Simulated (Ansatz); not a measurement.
The C4–H7 bond of C2H6Te (SMILES CC[TeH]) is stretched (multiplicity 1, the rest rigid).
Geometry at rest (charge 0, multiplicity 1):
```xyz
9

Te    -0.441    -0.155     0.452
H     -1.524    -0.012    -0.803
C      1.281    -0.198    -0.881
C      1.484     1.082    -1.672
H      1.151    -1.065    -1.525
H      2.117    -0.399    -0.212
H      1.607     1.942    -1.012
H      0.635     1.284    -2.326
H      2.377     1.003    -2.299
```

Frozen-core correlation. Filled d and f shells under p-block atoms count as core.

Programs: Ansatz (Gaussian basis) for Hartree–Fock, density functionals and correlated methods. Each number belongs to the level named beside it. In def2 rows elements past Kr take small-core potentials, without spin–orbit coupling.

Energies above the point at 1.090 Å (the B3LYP-D3(BJ) bond length), FIC-MRCISD+Q on CASSCF(2,2)/def2-SVP (kcal/mol): 7.12 at 0.981 Å; 3.05 at 1.199 Å; 111.32 at 3.489 Å.

**Question.** Take the last value as the depth D of a Morse curve D(1 − e^(−a(R − R₀)))², fit a and R₀ to the two near points, and test it at 1.472 and 1.908 Å.

**Answer.** 
With D = 111.3, both near points (counted from the curve's value at 1.090 Å) are met by a = 1.88 Å⁻¹ and R₀ = 1.102 Å, so k = 2Da² = 785 kcal/(mol Å²). The curve then gives 27.9 and 67.7 kcal/mol; the level itself gives 27.9 and 70.3, so Morse is off by 0.0 and -2.6.

Ansatz is an electronic-structure program.
